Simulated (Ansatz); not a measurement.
Stepwise reaction of `[SiH3]OB(S)O[SiH3]` with ammonia, as a gas-phase model of exchange steps in deposition or etching. ΔE in kJ/mol.

Computed with Ansatz on PBE0-D4/def2-TZVP structures; ΔE is electronic, products minus reactants. CBS: MP2 limit from def2 TZ/QZ plus the TZ coupled-cluster correction, frozen cores. This one scheme is used for every species. Functionals use def2-TZVPP. B3LYP here is the variant with VWN-RPA as its local correlation; programs differ in this. One conformer a species, not always the lowest.

| step | reaction | PBE-D4 | B3LYP-D4 | ωB97M-V | CCSD(T)/CBS |
| --- | --- | --- | --- | --- | --- |
| 1 | `[SiH3]OB(S)O[SiH3]` + NH₃ → `NB(S)O[SiH3]` + `O[SiH3]` | 18.6 | 25.3 | 21.2 | 22.4 |

Problem. Give the row of step 2, `NB(S)O[SiH3]` + NH₃ → `NB(N)S` + `O[SiH3]`. (Estimate.)

Solution. The calculation gave: 
| step | reaction | PBE-D4 | B3LYP-D4 | ωB97M-V | CCSD(T)/CBS |
| --- | --- | --- | --- | --- | --- |
| 2 | `NB(S)O[SiH3]` + NH₃ → `NB(N)S` + `O[SiH3]` | 31.0 | 36.7 | 33.1 | 35.0 |

Problem. By hand: ΔE of the 2 steps together at CCSD(T)/CBS.

Solution. (22.4) + (35.0) = 57.4 kJ/mol, or 28.7 kJ/mol a step.

In ΔE each step is higher than the one before. All are uphill at CCSD(T)/CBS. PBE-D4 differs from CCSD(T)/CBS by -4.0 to -3.8 kJ/mol a step. Isolated molecules leave out the surface, adducts and barriers. Largest T1 diagnostic: 0.013.
